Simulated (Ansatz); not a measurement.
The cluster Pd4H7, relaxed as a doublet with UKS PBE0-D4/def2-SVP in Ansatz, starting from the GFN2-xTB geometry. Force threshold 0.02 eV/Å.

In the def2 sets Pd takes a core potential; there is no spin–orbit coupling. The relaxation made no stability test and no search for a lower SCF solution. No other spin state of charge 0 was run. The structure comes from a short search, and lower isomers may exist.

Start:

```xyz
11

Pd    0.7201   -1.0702   -1.2255
Pd    0.2365   -0.1345    1.3454
Pd   -0.5229    1.4070   -1.0099
Pd   -1.6098    1.7348    1.2093
H     0.4723   -1.5217   -2.6503
H     1.2737   -0.9277    0.4732
H    -1.0823    0.8499    2.5179
H     0.7023    0.6887   -1.7683
H     0.9252   -2.5652   -1.0727
H     0.8649   -0.9739    2.4004
H    -1.9801    2.5128   -0.2197
```

Estimate the energy that the relaxation releases and the steps that it takes.

2.90 eV, in 35 steps; 4.8 min on 4 threads of Arm Neoverse V1 on a shared host. No frequencies were taken in this run, so the end may be a saddle point.

Does the start keep its bonding?

Bonds lost: Pd1–H6 (atoms count from 1). Bonds formed: Pd3–H7 (atoms count from 1).

Predict the relaxed structure.


```tsv
atom	x (Å)	y (Å)	z (Å)
Pd1	0.631	-1.021	-1.005
Pd2	0.152	-0.035	1.408
Pd3	-1.115	1.149	-0.653
Pd4	-1.369	2.281	1.798
H5	1.450	-1.708	-2.413
H6	1.223	-1.315	1.620
H7	-0.202	1.666	0.685
H8	-0.046	0.327	-1.754
H9	0.693	-2.059	-2.430
H10	0.755	-1.292	2.363
H11	-2.171	2.007	0.380
```
Bond lengths (bridged metal pairs left out): 1 × Pd–Pd 2.65 Å; 11 × H–Pd 1.65 to 1.88 Å.
